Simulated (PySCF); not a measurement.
B3LYP has the VWN-RPA correlation part, as in Gaussian. 

Cartesian coordinates (Å):
```xyz
8

Ta    -0.0135     0.1687     0.0367
Cl    -0.3773    -1.9367     0.9214
Cl    -0.4802     2.0874     1.2389
Cl    -2.1127     0.1951    -1.0060
Cl     2.2292     0.1684     0.7184
N      0.7083     0.3362    -1.7785
H      0.1301     0.3911    -2.6147
H      1.7029     0.3794    -1.9913
```
Charge 0, spin multiplicity 1.

Problem. What LUMO, HOMO–LUMO gap and total energy does B3LYP-D3(BJ)/def2-TZVP // r2SCAN-D4/def2-SVP (PySCF) give?

Solution. 
```yaml
LUMO: -3.65 eV
HOMO–LUMO gap: 4.84 eV
total_energy: -1954.2569 Ha
```
